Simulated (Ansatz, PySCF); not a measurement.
Lewis adduct: BH3 (SMILES B) (first 4 atoms) with AsH3 (SMILES [AsH3]); geometry from B3LYP-D3(BJ)/def2-TZVP, rigid monomers moved along the line of their centres of mass till B1···As5 is 2.40 Å.
(charge 0, multiplicity 1):
```
atom    x (Å)    y (Å)   z (Å)
----  -------  -------  ------
B     -0.0052  -0.0598  0.6296
H     -0.8662   0.7776  0.5787
H     -0.3529  -1.1824  0.3770
H      1.0665   0.2658  0.1928
As     0.4320  -0.1893  2.9904
H     -0.6901  -0.5792  3.9222
H      0.9047   1.0469  3.7169
H      1.4803  -1.1545  3.4890
```

Interaction energies are E(AB) − E(A) − E(B) at the monomers' geometry in the complex; basis-set methods are counterpoise corrected.

Cores are frozen in the correlated methods. Filled d and f shells under p-block atoms count as core. CBS: X⁻³ extrapolation of the correlation energy, Hartree–Fock from the larger set.

Programs: Ansatz (a quantum-chemistry and plane-wave program) with Gaussian orbitals; PySCF for the dispersion terms. Each number belongs to the level named beside it.

The comparison value is -22.69 kcal/mol (CCSD(T)/CBS(aug-cc-pVDZ, aug-cc-pVTZ)). It is a level with limits of its own, not the exact answer.

### Question
Order these levels by how close they come to the comparison value for the interaction energy, closest first: PBE0/def2-TZVPPD, B3LYP-D3(BJ)/def2-TZVPPD, PBE0-D4/def2-TZVPPD. Give each level's value less the comparison value.

### Answer
B3LYP-D3(BJ)/def2-TZVPPD (-0.48 kcal/mol), PBE0/def2-TZVPPD (-2.76 kcal/mol), PBE0-D4/def2-TZVPPD (-3.95 kcal/mol)
